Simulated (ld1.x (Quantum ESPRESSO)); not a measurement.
## germanium, ultrasoft: configuration errors across variants

| Quantity | Value |
| --- | --- |
| Element | Ge (Z = 32) |
| Generator | ld1.x (Quantum ESPRESSO) 7.5 |
| Type | ultrasoft |
| Functional | PBE |
| Relativity | scalar-relativistic |
| Frozen core | [Ar] 3d10 |
| Valence charge | 4 |
| Reference configuration | 4s2 4p2 |
| Partial waves | 4s (bound): rcut 1.40, rcutus 1.95 bohr; 4s channel at 0.9 Ry: rcut 1.40, rcutus 1.95 bohr; 4p (bound): rcut 1.75, rcutus 2.20 bohr; 4p channel at 1 Ry: rcut 1.75, rcutus 2.20 bohr; 4d channel at 0.5 Ry: rcut 1.10, rcutus 1.55 bohr |
| Local potential | all-electron potential smoothed inside 2.00 bohr (lloc = -1) |
| Core correction | none |
| Augmentation charge | built from norm-conserving waves at rcut, not smoothed further |

All-electron excitation energies from the reference (eV): (1) 4s2 4p1 7.444; (2) 4s2 4p0 22.883; (3) 4s1 4p0 57.674; (4) 4s1 4p3 7.972; (5) 4s2 4p1.5 2.802; (6) 4s0 4p4 16.195; (7) 4s1 4p2 16.160.

Errors AE − PS in meV (a dash: test not solved or not reliable):

```tsv
change	(1)	(2)	(3)	(4)	(5)	(6)	(7)	bound ghosts
base	-3.3	-7.9	+71	+13	-0.8	+55	+4.6	none
core correction a·sin(br)/r model core inside 0.64 bohr	-6.3	-49	-277	-14	-1.2	-54	-32	none
core correction a·sin(br)/r model core inside 0.82 bohr	-6.3	-49	-277	-14	-1.2	-54	-32	none
core correction a·sin(br)/r model core inside 1.16 bohr	-6.3	-49	-274	-13	-1.2	-53	-32	none
core correction a·sin(br)/r model core inside 1.32 bohr	-6.2	-48	-266	-13	-1.2	-50	-31	none
core correction a·sin(br)/r model core inside 1.52 bohr	-6.2	-48	-260	-13	-1.2	-50	-31	none
core correction a·sin(br)/r model core inside 1.70 bohr	-6.8	-53	-268	-11	-1.3	-43	-31	none
core correction a·sin(br)/r model core inside 1.86 bohr	-8.0	-60	-266	-8.1	-1.5	-28	-28	none
```

Give the same row for: core correction a·sin(br)/r model core inside 1.02 bohr.

-6.3, -49, -277, -14, -1.2, -54, -32; bound ghosts: none.
